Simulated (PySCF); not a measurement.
C3H8BNO, SMILES C[C@@H]1CB(N)O1.

Coordinates come from a B3LYP-D3(BJ)/def2-SVP optimisation. The structure was generated by enumeration; whether it is a known compound was not checked. One conformer was computed; it need not be the lowest.

These are PBE/def2-TZVP (PySCF) values and carry that method's errors.

Isolated molecule, no solvent.

Computed frontier levels, gap, dipole moment and polarisability:
* **highest occupied level**: -6.03 eV
* **lowest empty level**: 0.23 eV
* **orbital gap**: 6.27 eV
* **dipole moment**: 1.44 D
* **quadrupole, principal values (traceless, Buckingham form, about the centre of nuclear charge)**: -4.74, -3.88, 8.62 D·Å
* **mean static polarisability**: 61.8 bohr³ (9.16 Å³)
* **polarisability, principal values**: 51.6, 57.3, 76.6 bohr³
